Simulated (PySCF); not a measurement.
PySCF input file for Ag(NH3)2 (AgH₆N₂), SMILES [Ag+](<-[NH3])<-[NH3], charge +1, multiplicity 1, PBE-D3(BJ)/def2-SVP. 

```python
import numpy as np
from pyscf import gto, scf, dft
from pyscf.geomopt import geometric_solver

mol = gto.M(
    atom='''
    Ag    0.00000000    0.00000000   -0.00000000
    N     0.00000000    0.00000000    2.26543508
    H    -0.93152084    0.13856220    2.65518893
    H     0.58575880    0.73743960    2.65518894
    H     0.34576203   -0.87600180    2.65518894
    N    -0.00000000    0.00000000   -2.26543508
    H    -0.93152082   -0.13856220   -2.65518894
    H     0.58575880   -0.73743960   -2.65518893
    H     0.34576204    0.87600179   -2.65518894
    ''',
    basis='def2-SVP',
    ecp={'Ag': 'def2-svp'},
    charge=1,
    spin=0,
    max_memory=1600,
    verbose=3,
)
mf = dft.RKS(mol, xc='pbe').density_fit(auxbasis='def2-universal-jkfit')
mf.disp = 'd3bj'
mf.grids.level = 3
mf.conv_tol = 1e-9
mf.max_cycle = 100
mf.kernel()
conv, mol_eq = geometric_solver.kernel(mf, convergence_set='GAU_TIGHT', maxsteps=100)
print(mol_eq.tostring(format='xyz'))
mf.reset(mol_eq)
mf.kernel()
```

Log of the run:

```
converged SCF energy = -259.700512865884
[banner and settings of the optimiser left out]
Geometry optimization cycle 1
Cartesian coordinates (Angstrom)
 Atom        New coordinates             dX        dY        dZ
  Ag   0.000000   0.000000   0.000000    0.000000  0.000000  0.000000
   N   0.000000   0.000000   2.265435    0.000000  0.000000  0.000000
   H  -0.931521   0.138562   2.655189    0.000000  0.000000  0.000000
   H   0.585759   0.737440   2.655189   -0.000000 -0.000000  0.000000
   H   0.345762  -0.876002   2.655189   -0.000000  0.000000  0.000000
   N   0.000000   0.000000  -2.265435    0.000000  0.000000  0.000000
   H  -0.931521  -0.138562  -2.655189    0.000000  0.000000  0.000000
   H   0.585759  -0.737440  -2.655189   -0.000000  0.000000  0.000000
   H   0.345762   0.876002  -2.655189    0.000000  0.000000  0.000000

WARN: Mole.unit (angstrom) is changed to Bohr

converged SCF energy = -259.700512865856
--------------- DFRKS_Scanner gradients ---------------
         x                y                z
0 Ag    -0.0000000365    -0.0000000001     0.0000005652
1 N     0.0000005298    -0.0000023363     0.0222156342
2 H     0.0094358277    -0.0014018862    -0.0023696746
3 H    -0.0059330573    -0.0074707228    -0.0023685395
4 H    -0.0035039637     0.0088732490    -0.0023675559
5 N     0.0000005213     0.0000023367    -0.0222149313
6 H     0.0094347840     0.0014017304     0.0023692539
7 H    -0.0059323958     0.0074698898     0.0023681155
8 H    -0.0035035733    -0.0088722606     0.0023671324
----------------------------------------------
cycle 1: E = -259.700512866  dE = -259.701  norm(grad) = 0.0395813
Step    0 : Gradient = 1.319e-02/2.222e-02 (rms/max) Energy = -259.7005128659
Hessian Eigenvalues: 2.30000e-02 5.00000e-02 5.00000e-02 ... 4.44605e-01 4.44605e-01 4.44605e-01

Geometry optimization cycle 2
Cartesian coordinates (Angstrom)
 Atom        New coordinates             dX        dY        dZ
  Ag  -0.000002   0.000000  -0.000002   -0.000002  0.000000 -0.000002
   N   0.000011   0.000023   2.168585    0.000011  0.000023 -0.096850
   H  -0.945147   0.140596   2.555202   -0.013626  0.002034 -0.099987
   H   0.594343   0.748271   2.555174    0.008584  0.010832 -0.100015
   H   0.350858  -0.888802   2.555176    0.005096 -0.012800 -0.100012
   N   0.000011  -0.000023  -2.168585    0.000011 -0.000023  0.096850
   H  -0.945146  -0.140596  -2.555201   -0.013625 -0.002033  0.099988
   H   0.594342  -0.748270  -2.555173    0.008584 -0.010831  0.100015
   H   0.350858   0.888800  -2.555176    0.005096  0.012799  0.100013
converged SCF energy = -259.705045176011
--------------- DFRKS_Scanner gradients ---------------
         x                y                z
0 Ag     0.0000000798    -0.0000000001    -0.0000005309
1 N     0.0000010977    -0.0000014962     0.0060290513
2 H    -0.0000695645     0.0000126973    -0.0003495367
3 H     0.0000451350     0.0000538432    -0.0003490627
4 H     0.0000233729    -0.0000660766    -0.0003484508
5 N     0.0000010969     0.0000014966    -0.0060296118
6 H    -0.0000685898    -0.0000125525     0.0003499003
7 H     0.0000445223    -0.0000530716     0.0003494266
8 H     0.0000230114     0.0000651600     0.0003488146
----------------------------------------------
cycle 2: E = -259.705045176  dE = -0.00453231  norm(grad) = 0.00857127
Step    1 : Displace = 9.423e-02/1.010e-01 (rms/max) Trust = 1.000e-01 (=) Grad = 2.857e-03/6.030e-03 (rms/max) E (change) = -259.7050451760 (-4.532e-03) Quality = 1.306
Hessian Eigenvalues: 2.30000e-02 5.00000e-02 5.00000e-02 ... 4.44605e-01 4.44605e-01 4.72202e-01

Geometry optimization cycle 3
Cartesian coordinates (Angstrom)
 Atom        New coordinates             dX        dY        dZ
  Ag  -0.000020  -0.000000   0.000000   -0.000017 -0.000000  0.000002
   N   0.000006   0.000043   2.121848   -0.000005  0.000019 -0.046737
   H  -0.944752   0.140516   2.510908    0.000395 -0.000080 -0.044294
   H   0.594065   0.747997   2.510855   -0.000279 -0.000275 -0.044319
   H   0.350748  -0.888393   2.510860   -0.000111  0.000409 -0.044317
   N   0.000006  -0.000043  -2.121848   -0.000005 -0.000019  0.046737
   H  -0.944752  -0.140516  -2.510908    0.000394  0.000079  0.044293
   H   0.594065  -0.747997  -2.510855   -0.000278  0.000273  0.044318
   H   0.350748   0.888393  -2.510860   -0.000110 -0.000407  0.044316
converged SCF energy = -259.705336160875
--------------- DFRKS_Scanner gradients ---------------
         x                y                z
0 Ag     0.0000003600    -0.0000000000     0.0000001635
1 N     0.0000005324    -0.0000008016    -0.0007689795
2 H    -0.0002508740     0.0000402470    -0.0004517773
3 H     0.0001600695     0.0001971162    -0.0004515029
4 H     0.0000903122    -0.0002372068    -0.0004510634
5 N     0.0000005323     0.0000008016     0.0007690337
6 H    -0.0002511003    -0.0000402806     0.0004517045
7 H     0.0001602118    -0.0001972953     0.0004514305
8 H     0.0000903962     0.0002374195     0.0004509909
----------------------------------------------
cycle 3: E = -259.705336161  dE = -0.000290985  norm(grad) = 0.00167112
Step    2 : Displace = 4.236e-02/4.674e-02 (rms/max) Trust = 1.414e-01 (+) Grad = 5.570e-04/7.690e-04 (rms/max) E (change) = -259.7053361609 (-2.910e-04) Quality = 0.654
Hessian Eigenvalues: 2.29999e-02 5.00000e-02 5.00000e-02 ... 4.44605e-01 4.44605e-01 4.72227e-01

Geometry optimization cycle 4
Cartesian coordinates (Angstrom)
 Atom        New coordinates             dX        dY        dZ
  Ag  -0.000028  -0.000000  -0.000000   -0.000008  0.000000 -0.000000
   N   0.000002   0.000047   2.135166   -0.000004  0.000004  0.013319
   H  -0.943900   0.140370   2.525986    0.000851 -0.000147  0.015079
   H   0.593506   0.747336   2.525928   -0.000559 -0.000660  0.015073
   H   0.350449  -0.887575   2.525932   -0.000299  0.000818  0.015072
   N   0.000002  -0.000047  -2.135166   -0.000004 -0.000004 -0.013318
   H  -0.943900  -0.140370  -2.525986    0.000851  0.000147 -0.015079
   H   0.593506  -0.747336  -2.525928   -0.000559  0.000661 -0.015073
   H   0.350449   0.887575  -2.525932   -0.000299 -0.000818 -0.015072
converged SCF energy = -259.705393011399
--------------- DFRKS_Scanner gradients ---------------
         x                y                z
0 Ag     0.0000003258    -0.0000000000    -0.0000000373
1 N     0.0000004367    -0.0000006997     0.0008109317
2 H    -0.0000297043     0.0000071478    -0.0002213187
3 H     0.0000208523     0.0000220986    -0.0002210368
4 H     0.0000084508    -0.0000291520    -0.0002206994
5 N     0.0000004364     0.0000006998    -0.0008109457
6 H    -0.0000296796    -0.0000071442     0.0002213356
7 H     0.0000208368    -0.0000220791     0.0002210540
8 H     0.0000084417     0.0000291288     0.0002207165
----------------------------------------------
cycle 4: E = -259.705393011  dE = -5.68505e-05  norm(grad) = 0.0012704
Step    3 : Displace = 1.384e-02/1.510e-02 (rms/max) Trust = 1.414e-01 (=) Grad = 4.235e-04/8.109e-04 (rms/max) E (change) = -259.7053930114 (-5.685e-05) Quality = 0.961
Hessian Eigenvalues: 2.29996e-02 5.00000e-02 5.00000e-02 ... 4.44605e-01 4.44605e-01 4.72658e-01

Geometry optimization cycle 5
Cartesian coordinates (Angstrom)
 Atom        New coordinates             dX        dY        dZ
  Ag  -0.000040  -0.000000  -0.000000   -0.000013 -0.000000  0.000000
   N  -0.000004   0.000055   2.134329   -0.000006  0.000008 -0.000837
   H  -0.943485   0.140280   2.526434    0.000416 -0.000090  0.000447
   H   0.593210   0.747031   2.526364   -0.000296 -0.000305  0.000436
   H   0.350322  -0.887156   2.526370   -0.000127  0.000419  0.000438
   N  -0.000004  -0.000055  -2.134329   -0.000006 -0.000008  0.000837
   H  -0.943485  -0.140280  -2.526434    0.000416  0.000090 -0.000447
   H   0.593210  -0.747031  -2.526364   -0.000296  0.000305 -0.000436
   H   0.350322   0.887156  -2.526370   -0.000127 -0.000419 -0.000438
converged SCF energy = -259.705395789822
--------------- DFRKS_Scanner gradients ---------------
         x                y                z
0 Ag     0.0000003416    -0.0000000000     0.0000000025
1 N     0.0000002718    -0.0000004921     0.0003669593
2 H    -0.0000018891     0.0000030062    -0.0001070389
3 H     0.0000034638     0.0000000745    -0.0001068115
4 H    -0.0000018049    -0.0000030904    -0.0001066022
5 N     0.0000002716     0.0000004922    -0.0003669714
6 H    -0.0000018876    -0.0000030060     0.0001070421
7 H     0.0000034629    -0.0000000733     0.0001068147
8 H    -0.0000018055     0.0000030890     0.0001066054
----------------------------------------------
cycle 5: E = -259.70539579  dE = -2.77842e-06  norm(grad) = 0.000581261
Step    4 : Displace = 6.388e-04/8.372e-04 (rms/max) Trust = 2.000e-01 (+) Grad = 1.938e-04/3.670e-04 (rms/max) E (change) = -259.7053957898 (-2.778e-06) Quality = 1.455
Hessian Eigenvalues: 2.29757e-02 4.99989e-02 5.00000e-02 ... 4.44605e-01 4.44605e-01 4.70432e-01

Geometry optimization cycle 6
Cartesian coordinates (Angstrom)
 Atom        New coordinates             dX        dY        dZ
  Ag  -0.000061  -0.000000  -0.000000   -0.000020 -0.000000 -0.000000
   N  -0.000014   0.000068   2.133851   -0.000010  0.000013 -0.000478
   H  -0.943164   0.140181   2.527054    0.000321 -0.000099  0.000620
   H   0.592943   0.746817   2.526967   -0.000266 -0.000213  0.000603
   H   0.350250  -0.886803   2.526978   -0.000072  0.000353  0.000608
   N  -0.000014  -0.000068  -2.133851   -0.000010 -0.000013  0.000478
   H  -0.943164  -0.140181  -2.527054    0.000321  0.000099 -0.000620
   H   0.592943  -0.746817  -2.526967   -0.000266  0.000213 -0.000603
   H   0.350250   0.886803  -2.526978   -0.000072 -0.000353 -0.000608
converged SCF energy = -259.705396505878
--------------- DFRKS_Scanner gradients ---------------
         x                y                z
0 Ag     0.0000003091     0.0000000000    -0.0000000057
1 N     0.0000000998    -0.0000002399     0.0000020561
2 H     0.0000037781     0.0000021463    -0.0000015692
3 H     0.0000000084    -0.0000044139    -0.0000014262
4 H    -0.0000038165     0.0000021250    -0.0000013780
5 N     0.0000000997     0.0000002399    -0.0000020551
6 H     0.0000037813    -0.0000021458     0.0000015707
7 H     0.0000000064     0.0000044165     0.0000014278
8 H    -0.0000038177    -0.0000021281     0.0000013796
----------------------------------------------
cycle 6: E = -259.705396506  dE = -7.16056e-07  norm(grad) = 1.16808e-05
Step    5 : Displace = 6.155e-04/7.115e-04 (rms/max) Trust = 2.828e-01 (+) Grad = 3.894e-06/4.642e-06 (rms/max) E (change) = -259.7053965059 (-7.161e-07) Quality = 1.013
Hessian Eigenvalues: 2.28933e-02 4.99952e-02 5.00000e-02 ... 4.44605e-01 4.44605e-01 4.69610e-01

Geometry optimization cycle 7
Cartesian coordinates (Angstrom)
 Atom        New coordinates             dX        dY        dZ
  Ag  -0.000070  -0.000000  -0.000000   -0.000009 -0.000000  0.000000
   N  -0.000019   0.000074   2.133863   -0.000005  0.000006  0.000012
   H  -0.943176   0.140155   2.527073   -0.000012 -0.000027  0.000019
   H   0.592915   0.746848   2.526981   -0.000029  0.000030  0.000013
   H   0.350279  -0.886786   2.526995    0.000029  0.000017  0.000017
   N  -0.000019  -0.000074  -2.133863   -0.000005 -0.000006 -0.000012
   H  -0.943176  -0.140155  -2.527073   -0.000012  0.000027 -0.000019
   H   0.592915  -0.746848  -2.526981   -0.000029 -0.000030 -0.000013
   H   0.350279   0.886786  -2.526995    0.000029 -0.000017 -0.000017
converged SCF energy = -259.705396505897
--------------- DFRKS_Scanner gradients ---------------
         x                y                z
0 Ag     0.0000002589     0.0000000000    -0.0000000012
1 N     0.0000000946    -0.0000001816     0.0000002714
2 H     0.0000014944     0.0000024779    -0.0000003220
3 H     0.0000014551    -0.0000026200    -0.0000002175
4 H    -0.0000029487    -0.0000000364    -0.0000002010
5 N     0.0000000945     0.0000001816    -0.0000002750
6 H     0.0000014987    -0.0000024772     0.0000003236
7 H     0.0000014524     0.0000026234     0.0000002192
8 H    -0.0000029503     0.0000000323     0.0000002026
----------------------------------------------
cycle 7: E = -259.705396506  dE = -1.87583e-11  norm(grad) = 7.26744e-06
Step    6 : Displace = 3.175e-05/3.943e-05 (rms/max) Trust = 3.000e-01 (+) Grad = 2.422e-06/3.007e-06 (rms/max) E (change) = -259.7053965059 (-1.876e-11) Quality = 0.027
Hessian Eigenvalues: 2.28933e-02 4.99952e-02 5.00000e-02 ... 4.44605e-01 4.44605e-01 4.69610e-01
Converged! =D

9
XYZ from PySCF
Ag         -0.00006975       -0.00000000       -0.00000000
N          -0.00001891        0.00007436        2.13386316
H          -0.94317582        0.14015454        2.52707298
H           0.59291455        0.74684764        2.52698067
H           0.35027923       -0.88678603        2.52699468
N          -0.00001890       -0.00007436       -2.13386316
H          -0.94317581       -0.14015454       -2.52707299
H           0.59291455       -0.74684765       -2.52698067
H           0.35027925        0.88678603       -2.52699468
converged SCF energy = -259.705396505891
```

The run converged.

Cost: around 80 core-seconds (rough).
